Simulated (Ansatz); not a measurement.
Stepwise reaction of `ClB(Cl)Br` with hydrogen fluoride, as a gas-phase model of exchange steps in deposition or etching. ΔE in kJ/mol; ΔG adds harmonic PBE0-D4 terms to CCSD(T)/CBS, at 1 bar.

Calculated with Ansatz (gas phase, PBE0-D4/def2-TZVP geometries, no zero-point term in ΔE). CBS: MP2 limit from def2 TZ/QZ plus the TZ coupled-cluster correction, frozen cores. This one scheme is used for every species. DFT in def2-TZVPP. B3LYP here is the variant with VWN-RPA as its local correlation; programs differ in this. For Br outer-core shells are correlated without core-valence functions, which leaves a few kJ/mol of doubt a bond. Scalar relativity is left out up to krypton.

```json
{"step": "1", "reaction": "`ClB(Cl)Br` + H–F → `FB(Cl)Br` + HCl", "PBE-D4": "-51.2", "B3LYP-D4": "-60.7", "ωB97M-V": "-60.6", "CCSD(T)/CBS": "-52.1", "ΔG(600 K)": "-60.0"}
{"step": "2", "reaction": "`FB(Cl)Br` + H–F → `FB(F)Br` + HCl", "PBE-D4": "-54.7", "B3LYP-D4": "-64.6", "ωB97M-V": "-64.1", "CCSD(T)/CBS": "-58.3", "ΔG(600 K)": "-58.8"}
```

(1) By hand: ΔE of the 2 steps together at CCSD(T)/CBS.

Results:

(1) (-52.1) + (-58.3) = -110.4 kJ/mol, or -55.2 kJ/mol a step.

In ΔE each step is lower than the one before. All are downhill at CCSD(T)/CBS. ΔG lies between -60.0 and -58.8 kJ/mol a step. PBE-D4 differs from CCSD(T)/CBS by 0.9 to 3.6 kJ/mol a step. Isolated molecules leave out the surface, adducts and barriers. Largest T1 diagnostic: 0.011.
